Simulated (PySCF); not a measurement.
GeH4SeZn, SMILES [GeH3][Zn][SeH]. Heavy atoms are numbered as in [Zn:1]([SeH:2])[GeH3:4]. Hydrogens are named by the atom that carries them.

Coordinates come from a B3LYP-D3(BJ)/def2-SVP optimisation. The structure was generated by enumeration; whether it is a known compound was not checked. Other conformers were not sampled.

Level of theory: B3LYP/pcSseg-1 in PySCF.

GIAO shieldings, no solvent; atoms alike by connectivity are averaged. δ = σ(ref) − σ: ⁷⁷Se against Me2Se (σ = 1647.9 ppm); ¹H against TMS (σ = 31.68 ppm); ⁷³Ge against GeH4 (σ = 1631.8 ppm), references at their B3LYP-D3(BJ)/def2-TZVP geometries, non-relativistic.

```
nucleus       atoms  count  δ (ppm)
-------  ----------  -----  -------
⁷⁷Se      Se2 (SeH)      1   -465.8
¹H         H on Ge4      3     3.58
¹H         H on Se2      1    -0.02
⁷³Ge     Ge4 (GeH3)      1    -75.1
```
